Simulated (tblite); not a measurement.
System: H2N (cation, charge +1), triplet: map of symmetric stretch and bend. Scanned: N-H bond length and H-N-H angle.

Cartesian coordinates as functions of the variables (Å; names that start with a are angles):
```
N  0  0  0
H  r*sin(a/2)  0  r*cos(a/2)
H  -r*sin(a/2)  0  r*cos(a/2)
```

Level of theory: GFN2-xTB, 300 K electronic temperature (tblite).

Energy in kJ/mol above the lowest grid point; x is the N-H bond length (Å), y the H-N-H angle (°).

```
y \ x   0.88   0.95   0.99   1.04   1.09   1.15   1.20   1.25   1.31   1.35   1.39
-----  -----  -----  -----  -----  -----  -----  -----  -----  -----  -----  -----
180    119.2   29.5    7.5    0.0    8.1   31.4   58.0   88.6  128.5  156.2  184.4
173    119.6   29.8    7.7    0.2    8.2   31.5   58.0   88.6  128.4  156.1  184.2
163    121.3   31.1    8.8    1.0    8.9   31.8   58.1   88.5  128.1  155.6  183.6
153    124.8   33.9   11.3    3.1   10.5   33.0   59.0   88.9  128.1  155.4  183.1
143    130.9   39.0   15.9    7.1   13.9   35.8   61.3   90.8  129.4  156.3  183.7
133    140.3   47.3   23.5   13.9   20.1   41.2   66.1   95.0  133.0  159.4  186.4
123    154.3   59.8   35.2   24.8   30.2   50.4   74.5  102.8  139.9  165.8  192.3
113    174.0   77.8   52.4   41.0   45.4   64.5   87.7  115.1  151.3  176.6  202.4
103    201.0  102.8   76.4   63.7   67.0   84.6  106.6  132.6  167.2  191.4  216.2
93     236.5  135.7  107.7   93.0   94.2  109.4  129.4  153.6  185.9  208.8  232.2
83     279.7  174.4  144.0  126.3  124.7  136.6  153.9  175.6  205.0  226.0  247.6
70     346.5  232.0  196.6  173.1  165.8  171.2  183.3  199.9  223.4  240.7  258.8
```

Points that lie below all their neighbours on the grid: x = 1.04, y = 180 on the edge of the grid (0.0 kJ/mol).
